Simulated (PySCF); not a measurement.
PySCF 2.14 output of an unrestricted wB97X-V calculation on a single atom or ion in def2-TZVPPD with the def2 core potential (60 electrons) (6s5p3d2f1g, 59 functions), with a scalar-relativistic core potential:

```
SCF conv_tol = 1e-09
number electrons alpha = 6  beta = 4
    N. Mardirossian and M. Head-Gordon.,  Phys. Chem. Chem. Phys. 16, 9904-9924 (2014)
cycle= 1 E= -47.0480289078434  delta_E= -0.00323  |g|= 0.0115  |ddm|= 0.279
cycle= 2 E= -47.048126574554  delta_E= -9.77e-05  |g|= 0.00281  |ddm|= 0.0296
cycle= 3 E= -47.0481641311506  delta_E= -3.76e-05  |g|= 0.00227  |ddm|= 0.0172
cycle= 4 E= -47.0482020080692  delta_E= -3.79e-05  |g|= 0.00246  |ddm|= 0.0134
cycle= 5 E= -47.0480016216843  delta_E= 0.0002  |g|= 0.000893  |ddm|= 0.106
cycle= 6 E= -47.0479861426218  delta_E= 1.55e-05  |g|= 0.000238  |ddm|= 0.0371
cycle= 7 E= -47.0479861229374  delta_E= 1.97e-08  |g|= 6.67e-05  |ddm|= 0.00222
cycle= 8 E= -47.0479861248584  delta_E= -1.92e-09  |g|= 8.4e-06  |ddm|= 0.00024
cycle= 9 E= -47.0479861248197  delta_E= 3.86e-11  |g|= 5.18e-07  |ddm|= 0.000104
converged SCF energy = -47.0479861248197  <S^2> = 2.00081  2S+1 = 3.0005399
```

The run itself started from symmetry-adapted Hartree-Fock orbitals and held the occupation by maximum overlap, on a logarithmic radial grid, so the iterations belong to that start.

Q: Which element, charge and spin multiplicity is this?

A: Hf²⁺ (hafnium, charge +2), multiplicity 3; the state was [Xe] 4f14 5d1 6s1, high-spin 3D determinant (an excited configuration).

Energies and moments cover only the electrons outside the core potential. Spin-orbit coupling, absent here, splits the open shell strongly.
